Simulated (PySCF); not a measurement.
C4H12SeSi, SMILES [SeH][SiH2]CC(C)C, GFN2-xTB optimised geometry.

```
18

C      0.10    -1.33     1.19
C      0.63    -0.55     0.00
C      2.16    -0.55     0.00
C      0.10     0.88     0.00
Si    -1.78     1.03    -0.21
Se    -2.39    -0.55    -1.76
H     -0.99    -1.42     1.15
H      0.37    -0.84     2.13
H      0.51    -2.34     1.21
H      0.29    -1.05    -0.92
H      2.54    -1.57    -0.02
H      2.53    -0.06     0.90
H      2.54    -0.02    -0.87
H      0.39     1.38     0.93
H      0.58     1.44    -0.81
H     -2.54     0.77     1.01
H     -2.16     2.34    -0.76
H     -3.71    -0.05    -1.97
```

Density from PBE0/def2-SVP (PySCF 2.14.0) at that geometry.

Minimum of the electron density along straight lines between bonded atoms, close to the bond critical point (lines longer than 1.1 times the sum of covalent radii, or with two minima, are not listed):

```
bond     length / Å  ρ at the minimum / e bohr⁻³  ∇²ρ there / e bohr⁻⁵  position (fraction from the first atom)
-------  ----------  ---------------------------  --------------------  ---------------------------------------
C1–C2         1.524                        0.245                 -0.56                                     0.50
C2–C3         1.527                        0.244                 -0.56                                     0.50
C2–C4         1.530                        0.240                 -0.53                                     0.49
C4–Si5        1.899                        0.114                  0.30                                     0.62
Si5–Se6       2.295                        0.085                  0.07                                     0.35
C1–H7         1.088                        0.276                 -1.01                                     0.62
C1–H8         1.088                        0.275                 -1.00                                     0.62
C1–H9         1.088                        0.276                 -1.01                                     0.62
C2–H10        1.100                        0.273                 -0.97                                     0.62
C3–H11        1.088                        0.276                 -1.01                                     0.62
C3–H12        1.089                        0.275                 -1.00                                     0.62
C3–H13        1.088                        0.276                 -1.01                                     0.62
C4–H14        1.091                        0.271                 -0.96                                     0.62
C4–H15        1.093                        0.271                 -0.96                                     0.62
Si5–H16       1.464                        0.118                  0.32                                     0.49
Si5–H17       1.463                        0.118                  0.32                                     0.49
Se6–H18       1.430                        0.184                 -0.21                                     0.62
```
